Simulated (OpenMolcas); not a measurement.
## Levels of neutral oxygen by method

```
Program             : OpenMolcas 26.06
Basis               : ANO-RCC-VQZP [5s4p3d2f1g]
Scalar Hamiltonian  : DKH2, point nucleus
Active space        : 4 electrons in 3 orbitals (2p)
State averaging     : 2S+1 = 3 even, 3 roots; 2S+1 = 1 even, 6 roots
Spin-orbit coupling : state interaction with AMFI integrals over the reference wave functions, term energies averaged over their components
```

Methods on the same reference wave functions:
A. CASSCF
B. SS-CASPT2, IPEA 0.25 Eh, imaginary shift 0.1 Eh (closed shells correlated: 1s 2s)

Energies in cm-1 above 2s2 2p4 3P2, the measured ground level; measured values from NIST Handbook of Basic Atomic Spectroscopic Data.

| Level | A | B | Measured |
| --- | --- | --- | --- |
| 2s2 2p4 3P2 | 0.0 | 0.0 | 0.0 |
| 2s2 2p4 3P1 | 150 | 150 | 158 |
| 2s2 2p4 3P0 | 224 | 224 | 227 |
| 2s2 2p4 1D2 | 17671 | 15450 | 15868 |
| 2s2 2p4 1S0 | 43795 | 35090 | 33793 |

Deviations, from unrounded energies. A percentage is the sum of absolute deviations over the sum of measured energies, with the sign that they share, or ± where signs differ.

| Against measurement | Levels | A | B |
| --- | --- | --- | --- |
| mean absolute deviation (cm-1) | 4 | 3000 | 430 |
| fine structure of the ground term (%) | 2 | -2.8 | -2.8 |
| other terms of the ground configuration (%) | 2 | +23.8 | ±3.5 |

B lies closest to measurement on these levels. The largest miss of B in the table is 2s2 2p4 1S0, by +1300 cm-1. The ranking rests on the paired levels alone, and a cruder setting can come out closer through cancelling errors.

From A to B the spin-free energies of the other terms of 2s2 2p4 shown, above 3P, scale by factors of 0.80 to 0.87.

The lowest spin-free term lies below A's lowest term by 0.181 hartree in B.

CASPT2 does not keep the components of a term degenerate, so their means are used; among the terms shown or strongly mixed into the levels shown the widest spread is 110 cm-1 (2s2 2p4 1D, B). With the s shell closed, the reference lacks s² → p² mixing. Without dynamic correlation excited terms often stand tens of per cent too high (terms of higher spin than the ground term too low), and those without a measured partner can miss by more than the paired ones (holds for A). Measured partners are found by configuration, term and J. A level has none where our copy of the source lacks it or the pairing is in doubt (some pairs that miss far off the trend of their configuration count as doubtful), and it then counts in no deviation. Levels of configurations outside the active space are missing.
